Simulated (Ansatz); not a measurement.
Input file for `C=[CH][SnH]([Cl])[Cl]`:

```yaml
crystal:
  periodic: [false, false, false]
  atoms:
    - {symbol: C, position_ang: [0.326684, 0.505580, -1.569096]}
    - {symbol: C, position_ang: [0.620929, -0.371942, -0.620041]}
    - {symbol: Sn, position_ang: [-0.450119, -0.423190, 1.192956]}
    - {symbol: Cl, position_ang: [-1.948534, 1.351879, 1.111128]}
    - {symbol: Cl, position_ang: [1.018594, 0.013132, 2.940866]}
    - {symbol: H, position_ang: [-0.474145, 1.231016, -1.460206]}
    - {symbol: H, position_ang: [0.885262, 0.537249, -2.501044]}
    - {symbol: H, position_ang: [1.433838, -1.080831, -0.750460]}
    - {symbol: H, position_ang: [-1.324110, -1.809195, 1.638695]}
basis:
  gaussian: {orbitals: def2-TZVPP}
correlation: {method: ccsd_t}
output: {orbitals: {seedname: orbitals}}
```

```sh
$ ansatz run in.yaml --threads 4 --pin off --events-out ev --progress --plain --max-ram 10444MiB
```

Output of Ansatz, abridged:

```
Functional definition: HF
1651 factors; integrals over basis functions are off by at most 9.7e-4 eV
mean field evaluation 1: about -32937.3674 eV, gradient 3.1e1 eV
mean field evaluation 2: about -32937.6045 eV, gradient 3.1e1 eV
mean field evaluation 4: about -32940.4067 eV, gradient 3.2e0 eV
mean field evaluation 8: about -32940.4492 eV, gradient 1.8e-1 eV
mean field -32940.44945290 eV, -1210.5391895556 hartree, gradient 2.5e-6 eV, S^2 0.000000; 0 other end points of the search recorded, 0 dependent functions left out
16 core orbitals not correlated: weight in the atoms' cores, before any rotation towards them, 1.000 or more for the frozen orbitals, at most 0.000 for the correlated occupied ones
reference -32940.44945290 eV, -1210.5391895556 hartree; 20, 20 occupied and 216, 216 virtual orbitals, 1651 factors
second order -27.71076476 eV of doubles, -0.00000000 eV of singles
cycle   1  -28.14254312 eV  change   -4.3e-1 eV  update   1.1e-1
cycle   2  -28.81454720 eV  change   -6.7e-1 eV  update   3.2e-2
cycle   3  -28.93440351 eV  change   -1.2e-1 eV  update   1.6e-2
cycle   4  -28.92100948 eV  change    1.3e-2 eV  update   4.3e-3
cycle   5  -28.92036383 eV  change    6.5e-4 eV  update   1.7e-3
cycle   6  -28.92116267 eV  change   -8.0e-4 eV  update   4.8e-4
cycle   7  -28.92110201 eV  change    6.1e-5 eV  update   1.7e-4
cycle   8  -28.92111146 eV  change   -9.4e-6 eV  update   5.6e-5
cycle   9  -28.92113971 eV  change   -2.8e-5 eV  update   2.2e-5
perturbative correction -1.19166307 eV, -0.0437928102 hartree
Total energy: -32970.56225568 eV, -1211.6458146466 hartree
```

It took 3.4 min on 4 threads of an Arm Neoverse V2 on a shared host, with 5.7 GiB of host memory at the peak.

MP2 recovers 92.0 % of the CCSD(T) correlation energy and the triples give 4.0 %; T1 = 0.0116.
